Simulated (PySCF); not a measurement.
BO, SMILES [B]=O (connectivity only; charge and spin as stated), charge +1, multiplicity 1.

Geometry optimised at r2SCAN-D4/def2-TZVPD. The spin state was assumed, not searched.

Two levels are set side by side: TDDFT-PBE/def2-TZVPD (PySCF) and EOM-CCSD/aug-cc-pVDZ (PySCF). Vertical, same geometry; the bases differ. Differences are taken from unrounded values.

```csv
quantity,EOM-CCSD,TDDFT-PBE,TDDFT-PBE minus EOM-CCSD
lowest singlet excitation (eV),1.25,1.55,0.30
lowest triplet excitation (TDA for PBE) (eV),0.84,0.80,-0.04
```

Rough cost on one machine, each run with all the roots and properties that it gave: EOM-CCSD against TDDFT-PBE within a factor of 2.
